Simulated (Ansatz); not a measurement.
Relaxation of C2H7NSi (11 atoms, charge 0, multiplicity 1), to a largest force component of 0.02 eV/Å in at most 50 steps.

Theory: UKS B3LYP-D4/cc-pVDZ in Ansatz.

```xyz
11
Properties=species:S:1:pos:R:3
C -0.870 1.271 -0.735
C 0.210 0.997 -0.104
Si 0.487 -0.480 0.910
N 0.305 -1.828 -0.056
H -0.983 2.224 -1.346
H -1.806 0.705 -0.713
H 1.094 1.670 -0.163
H -0.380 -0.527 2.054
H 0.862 -2.339 0.658
H 0.813 -1.770 -0.860
H -0.740 -1.804 -0.360
```

Question: Where does it end, and by what steps?

Answer: The forces met the threshold. After 23 steps the energy has fallen by 3.232 eV; H6 moved furthest, 0.93 Å.

```csv
step,energy less start (eV),largest force component (eV/Å),accepted
0,0.0000,5.381,yes
1,-1.8208,3.132,yes
2,-2.7555,1.239,yes
3,-3.0046,0.795,yes
4,-3.0914,0.488,yes
5,-3.1218,0.610,yes
6,-3.1416,0.312,yes
7,-3.1477,0.118,yes
8,-3.1492,0.100,yes
9,-3.1517,0.073,yes
10,-3.1473,0.545,no
11,-3.1593,0.085,yes
12,-3.1664,0.165,yes
13,-3.1753,0.339,yes
14,-3.1767,1.078,yes
15,-3.2121,0.341,yes
16,-3.2197,0.531,yes
17,-3.2199,0.576,yes
18,-3.2103,0.434,no
19,-3.2312,0.163,yes
20,-3.2321,0.022,yes
21,-3.2322,0.047,yes
22,-3.2324,0.022,yes
23,-3.2325,0.012,yes
```

```xyz
11
Properties=species:S:1:pos:R:3
C -1.018 1.496 -0.482
C 0.187 0.966 -0.211
Si 0.594 -0.225 1.256
N 0.543 -1.879 -0.048
H -1.169 2.265 -1.253
H -1.911 1.192 0.077
H 1.032 1.351 -0.808
H -0.879 -0.536 1.593
H 0.450 -2.759 0.465
H 1.402 -1.945 -0.600
H -0.240 -1.808 -0.704
```

Time of the run: 87 s on 2 threads of Arm Neoverse V1, with other jobs on the host, peak memory 0.25 GiB.
